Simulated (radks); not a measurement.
Valence configurations of Ne+ (all share [He]). Method: Dirac Kohn-Sham, LDA (Slater exchange, Perdew-Wang correlation), spin-unpolarised, spherical densities, point nucleus; open shells fill j = l - 1/2 first; computed with a radial shooting solver on a logarithmic mesh with Libxc functionals. Energies are relative to 2s2 2p5; eigenvalues in eV.

| valence | E (eV) | e(2p1/2) | e(2p3/2) | e(2s1/2) |
|---|---|---|---|---|
| 2s2 2p5 | 0.000 | -32.509 | -32.390 | -55.289 |
| 2s1 2p6 | 22.949 | -32.630 | -32.512 | -55.510 |
| 2s1.5 2p5.5 | 11.462 | -32.567 | -32.448 | -55.397 |

NIST lists [He] 2s2 2p5 as the ground configuration; this level of theory agrees among the configurations tried. The energies are those of spherical spin-averaged densities, not of single terms.
